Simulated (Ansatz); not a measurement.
`ClC[SiH2][SnH3]` + H–F → `F[SiH2][SnH3]` + `CCl` at 700 K and 1 bar (ligand exchange at the Si–C bond).

Program: Ansatz. Geometries: PBE0-D4/def2-TZVP. ΔE: electronic, gas phase. CCSD(T)/CBS adds triple-zeta CCSD(T) − MP2 to the extrapolated MP2 energy (def2 sets, frozen cores). This one scheme is used for every species. Elements past krypton have def2 core potentials. For Sn outer-core shells are correlated without core-valence functions, which leaves a few kJ/mol of doubt a bond. One conformer a species, not always the lowest.

```
          species  CCSD(T)/CBS energy (Eh)  H − E (kJ/mol)  S (J/(mol·K))
`ClC[SiH2][SnH3]`              -1005.12998           260.3          517.8
              H–F               -100.39570            45.2          198.5
  `F[SiH2][SnH3]`               -605.93962           172.3          439.4
            `CCl`               -499.63220           131.4          278.6
```

H − E and S are ideal-gas, rigid-rotor, harmonic terms from PBE0-D4/def2-TZVP, for one conformer and one mirror image of each species. 1 Eh = 2625.50 kJ/mol, R = 8.31446 J/(mol·K).

Q: By hand: ΔE, ΔH, ΔS and ΔG.

A: ΔE = (-605.93962) + (-499.63220) − (-1005.12998) − (-100.39570) = -0.04614 Eh = -121.1 kJ/mol. Δ(H − E) = 172.3 + 131.4 − 260.3 − 45.2 = -1.8, so ΔH = -122.9 kJ/mol. ΔS = 439.4 + 278.6 − 517.8 − 198.5 = 1.7 J/(mol·K). ΔG = -122.9 − 700 × (1.7)/1000 = -124.1 kJ/mol.

Q: By hand: the equilibrium constant, and the temperature at which ΔG would vanish if ΔH and ΔS stayed fixed.

A: log₁₀ K = −ΔG/(RT ln 10) = 9.3. ΔH and −TΔS have one sign here, so there is no such temperature.

The number of gas molecules stays the same, so ΔS is small and ΔH decides. A doubt of 5 kJ/mol in ΔE shifts log₁₀ K by 0.4 here. Other conformers and mirror images would add mixing entropy, several J/(mol·K) or more a flexible species. Modes under 60 cm⁻¹, often nearly free rotors, make the harmonic entropy too high. These are equilibria of isolated gas molecules and say nothing of rates. Largest T1 diagnostic: 0.013 (customary marks: 0.02 for closed shells, 0.045 for open ones).

ΔS is within the doubt of such terms, so its sign, and with it that verdict, could turn.
